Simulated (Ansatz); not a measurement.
Reactions of `C=C[CH2][GaH][Cl]`.

Calculated with Ansatz (gas phase, PBE0-D4/def2-TZVP geometries, no zero-point term in ΔE). CBS: MP2 limit from def2 TZ/QZ plus the TZ coupled-cluster correction, frozen cores. This one scheme is used for every species. Functionals use def2-TZVPP. For Ga, Se outer-core shells are correlated without core-valence functions, which leaves a few kJ/mol of doubt a bond. Scalar relativity is left out up to krypton. Each species was taken in one conformer, which may not be the lowest.

| reaction | CCSD(T)/CBS(def2) (kJ/mol) |
| --- | --- |
| `C=C[CH2][GaH][Cl]` + `C[SeH]` → `C[Se][GaH][Cl]` + `C=CC` | -115 |
| `C=C[CH2][GaH][Cl]` + `BN` → `BNC=C` + `[CH3][GaH][Cl]` | 4 |
| `C=C[CH2][GaH][Cl]` + H₂ → `C=CC` + `[Cl][GaH2]` | -19 |
| `C=C[CH2][GaH][Cl]` + SiH₄ → `[SiH3][CH2][GaH][Cl]` + `C=C` | ? |

**Question.** Fill in the missing values. (Estimate.)

**Answer.** Computed: `C=C[CH2][GaH][Cl]` + SiH₄ → `[SiH3][CH2][GaH][Cl]` + `C=C`: -40.6 kJ/mol.

Largest T1 diagnostic: 0.013, for `BNC=C`.
